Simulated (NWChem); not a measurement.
System: ZnSiH3OCl; SMILES [SiH3][O][Zn][Cl]

Parts of the log:

```
             Northwest Computational Chemistry Package (NWChem) 7.3.0
             --------------------------------------------------------

                             Geometry "geometry" -> ""
                             -------------------------

 Output coordinates in angstroms (scale by  1.889725989 to convert to a.u.)

  No.       Tag          Charge          X              Y              Z
 ---- ---------------- ---------- -------------- -------------- --------------
    1 Zn                  30.0000     0.20022800    -0.48320000     0.00059700
    2 Cl                  17.0000    -0.39434800    -2.48562500    -0.00127300
    3 O                    8.0000     0.78609600     1.15790700     0.00223800
    4 Si                  14.0000     0.14313200     2.67653600    -0.00098200
    5 H                    1.0000    -0.70714500     2.91432800    -1.20496400
    6 H                    1.0000     1.24477600     3.67522600     0.00126200
    7 H                    1.0000    -0.71399000     2.91649100     1.19769900

 Effective nuclear repulsion energy (a.u.)     388.7811311987

                              NWChem Property Module
                              ----------------------

                                 NWChem DFT Module
                                 -----------------

 Summary of "ao basis" -> "ao basis" (spherical)
 ------------------------------------------------------------------------------
       Tag                 Description            Shells   Functions and Types
 ---------------- ------------------------------  ------  ---------------------
 Zn                        def2-svpd                12       34   5s4p2d1f
 Cl                        def2-svpd                11       27   5s4p2d
 O                         def2-svpd                 9       23   4s3p2d
 Si                        def2-svpd                10       24   5s3p2d
 H                         def2-svpd                 4        8   2s2p

            General Information
            -------------------
          SCF calculation type: DFT
          Wavefunction type:  closed shell.
          No. of atoms     :     7
          No. of electrons :    72
           Alpha electrons :    36
            Beta electrons :    36
          Charge           :     0
          Spin multiplicity:     1
          Use of symmetry is: off; symmetry adaption is: off
          Maximum number of iterations: 150
          AO basis - number of functions:   132
                     number of shells:    54
          Convergence on energy requested:  1.00D-06
          Convergence on density requested:  1.00D-05
          Convergence on gradient requested:  5.00D-04

              XC Information
              --------------
                         B3LYP Method XC Potential
                     Hartree-Fock (Exact) Exchange  0.200
                        Slater Exchange Functional  0.800 local
                    Becke 1988 Exchange Functional  0.720 non-local
              Lee-Yang-Parr Correlation Functional  0.810
                  VWN I RPA Correlation Functional  0.190 local

             Grid Information
             ----------------
          Grid used for XC integration:  medium
          Radial quadrature: Mura-Knowles
          Angular quadrature: Lebedev.
          Tag              B.-S. Rad. Rad. Pts. Rad. Cut. Ang. Pts.
          ---              ---------- --------- --------- ---------
          Zn                  1.35      112          12.0       590
          Cl                  1.00       88          15.0       590
          O                   0.60       49          13.0       434
          Si                  1.10       88          15.0       590
          H                   0.35       45          16.0       434
          Grid pruning is: on
          Number of quadrature shells:   472
          Spatial weights used:  Erf1

      Superposition of Atomic Density Guess
      -------------------------------------

 Sum of atomic energies:       -2601.82219481

      Non-variational initial energy
      ------------------------------

 Total energy =   -2602.671989
 1-e energy   =   -4399.360029
 2-e energy   =    1407.906910
 HOMO         =      -0.389338
 LUMO         =      -0.073666

   convergence    iter        energy       DeltaE   RMS-Dens  Diis-err
 ---------------- ----- ----------------- --------- --------- ---------
 d= 0,ls=0.0,diis     1  -2605.6779987874 -2.99D+03  1.87D-02  8.37D-01
 d= 0,ls=0.0,diis     2  -2605.4312645576  2.47D-01  9.72D-03  3.35D+00
 d= 0,ls=0.0,diis     3  -2605.7723996416 -3.41D-01  2.20D-03  5.74D-02
 d= 0,ls=0.0,diis     4  -2605.7772849537 -4.89D-03  9.72D-04  1.32D-02
 d= 0,ls=0.0,diis     5  -2605.7792416695 -1.96D-03  1.50D-04  3.12D-04
  Resetting Diis
 d= 0,ls=0.0,diis     6  -2605.7792733846 -3.17D-05  4.86D-05  7.12D-05
 d= 0,ls=0.0,diis     7  -2605.7792774030 -4.02D-06  2.67D-05  4.67D-06
 d= 0,ls=0.0,diis     8  -2605.7792772157  1.87D-07  1.46D-05  9.34D-06
 d= 0,ls=0.0,diis     9  -2605.7792778400 -6.24D-07  2.69D-06  1.58D-07

         Total DFT energy =    -2605.779277840018
      One electron energy =    -4397.836841281281
           Coulomb energy =     1533.423008027610
    Exchange-Corr. energy =     -130.146575785057
 Nuclear repulsion energy =      388.781131198710

 Numeric. integr. density =       72.000012084831

                       DFT Final Molecular Orbital Analysis
                       ------------------------------------

 Vector   34  Occ=2.000000D+00  E=-3.334913D-01
              MO Center= -2.9D-01, -1.9D+00, -1.2D-03, r^2= 4.0D+00
   Bfn.  Coefficient  Atom+Function         Bfn.  Coefficient  Atom+Function
  ----- ------------  ---------------      ----- ------------  ---------------
    46      0.546387  2 Cl px                43      0.432840  2 Cl px
    40      0.249272  2 Cl px                47     -0.140700  2 Cl py
   117     -0.118865  6 H  s                 44     -0.110904  2 Cl py
    18      0.100683  1 Zn d -2              49      0.093798  2 Cl px
    12      0.083794  1 Zn px                96     -0.074282  4 Si px

 Vector   35  Occ=2.000000D+00  E=-3.137410D-01
              MO Center=  4.8D-01,  1.9D+00, -3.4D-04, r^2= 4.5D+00
   Bfn.  Coefficient  Atom+Function         Bfn.  Coefficient  Atom+Function
  ----- ------------  ---------------      ----- ------------  ---------------
    66      0.398032  3 O  px                69      0.284458  3 O  px
   117     -0.283165  6 H  s                 96     -0.210273  4 Si px
    65      0.201028  3 O  s                 93     -0.175793  4 Si px
     4     -0.166487  1 Zn s                109      0.160844  5 H  s
   125      0.160193  7 H  s                 46     -0.148925  2 Cl px

 Vector   36  Occ=2.000000D+00  E=-3.071534D-01
              MO Center=  8.2D-02,  1.7D+00,  1.3D-04, r^2= 4.0D+00
   Bfn.  Coefficient  Atom+Function         Bfn.  Coefficient  Atom+Function
  ----- ------------  ---------------      ----- ------------  ---------------
    68      0.440319  3 O  pz                71      0.324227  3 O  pz
   109      0.243453  5 H  s                125     -0.243826  7 H  s
    48     -0.170048  2 Cl pz                98     -0.157229  4 Si pz
    95     -0.148784  4 Si pz                19     -0.131274  1 Zn d -1
    45     -0.131881  2 Cl pz               110      0.105276  5 H  s

 Vector   37  Occ=0.000000D+00  E=-7.257745D-02
              MO Center=  1.6D-02, -3.8D-01,  1.4D-04, r^2= 5.8D+00
   Bfn.  Coefficient  Atom+Function         Bfn.  Coefficient  Atom+Function
  ----- ------------  ---------------      ----- ------------  ---------------
     5      1.286732  1 Zn s                  4      0.635231  1 Zn s
    39     -0.385700  2 Cl s                 47     -0.317897  2 Cl py
    50     -0.294532  2 Cl py                65     -0.272121  3 O  s
    64     -0.266912  3 O  s                  3     -0.261738  1 Zn s
    38     -0.216007  2 Cl s                 73      0.189386  3 O  py

 Vector   38  Occ=0.000000D+00  E=-1.994611D-02
              MO Center=  2.1D-01, -4.0D-01,  7.0D-04, r^2= 6.2D+00
   Bfn.  Coefficient  Atom+Function         Bfn.  Coefficient  Atom+Function
  ----- ------------  ---------------      ----- ------------  ---------------
    15      0.806545  1 Zn px                12      0.456895  1 Zn px
    89     -0.308849  4 Si s                  5      0.266258  1 Zn s
    73      0.258198  3 O  py                16     -0.254054  1 Zn py
    46     -0.212654  2 Cl px                49     -0.191467  2 Cl px
    72     -0.187584  3 O  px                87      0.175974  4 Si s

 Vector   39  Occ=0.000000D+00  E=-1.685941D-02
              MO Center=  1.3D-01, -4.7D-01, -2.6D-05, r^2= 5.8D+00
   Bfn.  Coefficient  Atom+Function         Bfn.  Coefficient  Atom+Function
  ----- ------------  ---------------      ----- ------------  ---------------
    17      0.858631  1 Zn pz                14      0.481418  1 Zn pz
    48     -0.214914  2 Cl pz                51     -0.174666  2 Cl pz
    74     -0.169656  3 O  pz                11     -0.163338  1 Zn pz
    68     -0.144596  3 O  pz                45     -0.135837  2 Cl pz
    71     -0.132073  3 O  pz                95     -0.074830  4 Si pz

     Multipole analysis of the density
     ---------------------------------

[...]

 DFT Linear Response polarizability / au
 Frequency  =       0.0773000 / au
 Wavelength =     589.4353558 / nm
              X              Y              Z
 -----------------------------------------------
 X      58.4794748      5.7963789      0.0027061
 Y       5.7963813     90.1017774      0.0115343
 Z       0.0027061      0.0115343     57.2646225
 -----------------------------------------------
 Eigenvalues =      57.4504825     91.1307762     57.2646161
 Isotropic   =      68.6152916
 Anisotropic =      33.7736105
 -----------------------------------------------

 Magnetic Dipole Response Matrix (nonzero elements):
```

Level: B3LYP/def2-SVPD. Coordinates come from a B3LYP/6-31G* (spherical d) optimisation. B3LYP is NWChem's, with the RPA form of VWN correlation.

Task: Which NWChem input produces such a log?

Result: Several could match; the one computed here: the input that was run:
```
start job
memory heap 200 mb stack 900 mb global 1100 mb
geometry units angstroms noautosym nocenter noautoz
  Zn     0.200228    -0.483200     0.000597
  Cl    -0.394348    -2.485625    -0.001273
  O      0.786096     1.157907     0.002238
  Si     0.143132     2.676536    -0.000982
  H     -0.707145     2.914328    -1.204964
  H      1.244776     3.675226     0.001262
  H     -0.713990     2.916491     1.197699
end
basis spherical
  * library def2-svpd
end
dft
  xc b3lyp
  iterations 150
end
property
  response 1 0.0773
end
task dft property
```
